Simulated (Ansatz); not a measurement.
Pulling on the Sn1–O2 bond in SnO (multiplicity 1 held). Energies count from the point at 1.832 Å.


R- and RO- levels are restricted; in cc, def2 and unpolarised 6-31G sets they are followed outwards from rest. Unrestricted levels (U-) break spin symmetry where that is lower. Curves can end on different states.

Correlated levels freeze the cores. Filled d and f shells under p-block atoms count as core.

Run with Ansatz (Gaussian orbitals). Values without a source in brackets are computed. In def2 rows elements past Kr take small-core potentials, without spin–orbit coupling.

**Question.** One of these levels gives 223.34 kcal/mol for the energy at R = 7.327 Å. Which one is it?
A) R-MP2/def2-SVP
B) R-HF/def2-SVP
C) U-HF/def2-SVP
D) U-SCS-MP2/def2-SVP

**Answer.** A, R-MP2/def2-SVP. The others give 144.62 (R-HF/def2-SVP), 34.27 (U-HF/def2-SVP), 81.59 (U-SCS-MP2/def2-SVP)

Doubts at one or more of the structures used: a restricted determinant that unrestricted orbitals would lower (R-HF/def2-SVP, R-MP2/def2-SVP); a spin-contaminated determinant (U-HF/def2-SVP, U-SCS-MP2/def2-SVP).

Ansatz is a quantum-chemistry and plane-wave program.
